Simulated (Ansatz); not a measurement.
# GaH6O3P: where a starting geometry ends

The starting geometry of this gas-phase singlet was optimised with GFN2-xTB.

```xyz
11

Ga    0.7380   -0.7136    0.4331
O    -2.0673   -0.1050    2.2263
O    -0.4480    0.8817    0.5475
O    -0.2600   -1.6824    1.6262
P    -1.6788    1.1127    1.3788
H    -1.3074   -0.8644    2.0195
H    -1.4821    2.1883    2.2257
H    -2.7477    1.4301    0.5609
H     0.5735   -1.2122   -1.0136
H     2.0765   -0.2447    1.0315
H    -0.2415   -2.5562    2.0130
```

**Question.** Predict what becomes of its bonds when it is optimised with PBE0-D4/def2-SVP.

**Answer.** A bond breaks, giving a structure given below by its coordinates. Distances that change by over a tenth: Ga1–O4 (1.83 → 2.02 Å), O4–H6 (1.39 → 1.04 Å). Contacts that open: O2–H6 (1.09 → 1.46 Å).

The energy falls by 0.42 eV over 24 steps:

```json
{"step": "1", "E − E(last) (eV)": "0.419"}
{"step": "4", "E − E(last) (eV)": "0.165"}
{"step": "6", "E − E(last) (eV)": "0.138"}
{"step": "9", "E − E(last) (eV)": "0.044"}
{"step": "11", "E − E(last) (eV)": "0.023"}
{"step": "14", "E − E(last) (eV)": "0.010"}
{"step": "16", "E − E(last) (eV)": "0.005"}
{"step": "19", "E − E(last) (eV)": "0.001"}
{"step": "21", "E − E(last) (eV)": "0.000"}
{"step": "24", "E − E(last) (eV)": "0.000"}
```

Final geometry (Å):

```yaml
atoms:
  - { symbol: Ga, position_ang: [0.7647, -0.5774, 0.4538] }
  - { symbol: O, position_ang: [-1.9099, -0.0055, 2.4320] }
  - { symbol: O, position_ang: [-0.6235, 0.7390, 0.3062] }
  - { symbol: O, position_ang: [-0.2542, -1.7283, 1.7716] }
  - { symbol: P, position_ang: [-1.6807, 1.0808, 1.3965] }
  - { symbol: H, position_ang: [-0.9909, -1.1098, 2.1765] }
  - { symbol: H, position_ang: [-1.3035, 2.3099, 2.0013] }
  - { symbol: H, position_ang: [-2.8671, 1.4251, 0.6984] }
  - { symbol: H, position_ang: [0.7826, -1.4313, -0.8566] }
  - { symbol: H, position_ang: [1.9424, 0.0168, 1.2899] }
  - { symbol: H, position_ang: [-0.7048, -2.4852, 1.3793] }
```

The end wasn't checked by frequencies. Run with Ansatz 0.2.0, 80 s on 2 threads of Arm Neoverse V2, on a shared host.
